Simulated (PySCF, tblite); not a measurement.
Isomers of C7H6F3PS, one GFN2-xTB conformer each. Single-point energies are computed at PBE0/pcSseg-1 (PySCF, gas phase, no added dispersion term), electronic only.

| SMILES | GFN2-xTB relative energy (kJ/mol) |
| --- | --- |
| CC1=C[P@](=S)(C(F)=C(F)F)C=C1 | 92.1 |
| CSc1ccc(C(F)(F)F)pc1 | 0.0 |

Conformers: `[CH3:1][C:2]1=[CH:3][P@:4](=[S:5])([C:6]([F:7])=[C:8]([F:9])[F:10])[CH:11]=[CH:12]1` with C3–P4–C6–F7 -129°; `[CH3:1][S:2][c:3]1[cH:4][cH:5][c:6]([C:7]([F:8])([F:9])[F:10])[p:11][cH:12]1` with C1–S2–C3–C4 180°.

Q: What does PBE0/pcSseg-1 give for the same structures?

A: 
```tsv
SMILES	PBE0/pcSseg-1 E (Eh)	PBE0/pcSseg-1 (kJ/mol)	GFN2-xTB (kJ/mol)	point group
CSc1ccc(C(F)(F)F)pc1	-1308.47577	0.0	0.0	Cs
CC1=C[P@](=S)(C(F)=C(F)F)C=C1	-1308.40841	176.9	92.1	C1
```

Both levels put the same isomer lowest. As drawn, the lower has an aromatic ring, which the higher lacks; the higher has a C=C bond outside aromatic rings, which the lower lacks.

Q: Which frontier levels, dipoles and rotational constants go with these structures?

A: 
| SMILES | HOMO (eV, PBE0/pcSseg-1) | LUMO (eV) | dipole (D) | A, B, C (MHz) |
| --- | --- | --- | --- | --- |
| CSc1ccc(C(F)(F)F)pc1 | -6.79 | -2.09 | 4.27 | 1942, 346.6, 310.6 |
| CC1=C[P@](=S)(C(F)=C(F)F)C=C1 | -6.76 | -2.39 | 5.03 | 935.8, 534.8, 473.1 |

Q: What happens when harmonic zero-point energies from GFN2-xTB frequencies are added?

A: 
| SMILES | ZPE (kJ/mol) | electronic (kJ/mol) | with ZPE (kJ/mol) |
| --- | --- | --- | --- |
| CSc1ccc(C(F)(F)F)pc1 | 296.9 | 0.0 | 0.0 |
| CC1=C[P@](=S)(C(F)=C(F)F)C=C1 | 294.3 | 176.9 | 174.2 |

The zero-point energies span 2.6 kJ/mol. The order is unchanged.
